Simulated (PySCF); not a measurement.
**Peak assignment**

Geometry (Å), atoms numbered from 1 in this order:
```xyz
16

C     2.4924   -0.1511   -1.1841
C     1.6313    0.5193   -0.4166
C     0.3724   -0.0520   -0.0259
C    -0.5879    0.4597    0.7810
O    -1.7642   -0.1632    1.0730
C    -2.0514   -1.4113    0.4927
C    -0.5809    1.7438    1.5010
O    -1.4358    2.1957    2.1822
F     0.5722    2.4614    1.3431
H     3.4334    0.2768   -1.4810
H     2.2861   -1.1493   -1.5355
H     1.8836    1.5120   -0.0844
H     0.1871   -1.0293   -0.4531
H    -3.0395   -1.6786    0.8626
H    -1.3299   -2.1749    0.8014
H    -2.0766   -1.3502   -0.6003
```

Fast rotation and ring inversion assumed for equivalent nuclei, single conformer, isolated molecule, relativity neglected. PBE0/pcSseg-1 with gauge-including orbitals; structure optimised with GFN2-xTB; PySCF 2.14.

Scale: TMS for $^{13}$C (σ = 186.93 ppm) and $^{1}$H (σ = 31.72 ppm) (reference shieldings calculated alike).

(1) Assign these signals to the numbered atoms. $^{13}$C{$^{1}$H} NMR (computed): δ 160.9 (C), 148.8 (C), 140.4 (CH), 130.7 (CH2), 125.5 (CH), 56.3 (CH3).

(2) Assign these signals to the numbered atoms. $^{1}$H NMR (500 MHz, computed): δ 7.63 (m, 1H), 6.03 (m, 1H), 5.76 (m, 1H), 5.67 (m, 1H), 3.79 (s, 3H).

Answers

(1) 
```tsv
δ (ppm)	atoms	environment	reason
160.9	C7	carbonyl carbon	–
148.8	C4	alkene carbon bearing oxygen	an sp2 carbon further deshielded by the attached heteroatom
140.4	C2	alkene CH	an sp2 carbon of a C=C bond
130.7	C1	terminal =CH2 carbon	an sp2 carbon of a C=C bond
125.5	C3	β carbon of a C=C–C=O unit	–
56.3	C6	methyl carbon bonded to O	deshielded by the electronegative neighbour
```

(2) 
7.63 → H12, hydrogen on an alkene CH: olefinic region
6.03 → H13, hydrogen on a β carbon of a C=C–C=O unit: attached to an sp2 carbon and in the plane of the double bond
5.76 → H11, hydrogen on a terminal =CH2 carbon: a vinylic proton, deshielded by the sp2 carbon and the C=C anisotropy
5.67 → H10, hydrogen on a terminal =CH2 carbon
3.79 → H14/H15/H16, hydrogen on a methyl carbon bonded to O: its carbon carries O, an electronegative neighbour

H11 and H10 lie closer than the usual error of such a calculation, so a measured spectrum could show them in the other order.

Splittings by $^{19}$F in the carbon and heteronuclear signals aren't shown, as no couplings were computed. Shifts are as computed. Against solution values, carbons near 30 ppm lie about +3 ppm off and those near 130 ppm about +5 ppm. Of 1211 compounds with measured shifts, 218 miss one by over three times the rms of a fit or turn the order of signals round; such compounds aren't used in these exercises. No couplings were computed; multiplicities are counted from neighbouring protons, with m where these are inequivalent, close in shift, in a saturated or five-membered ring or joined by F or P, and br s for small geminal =CH2 splittings.
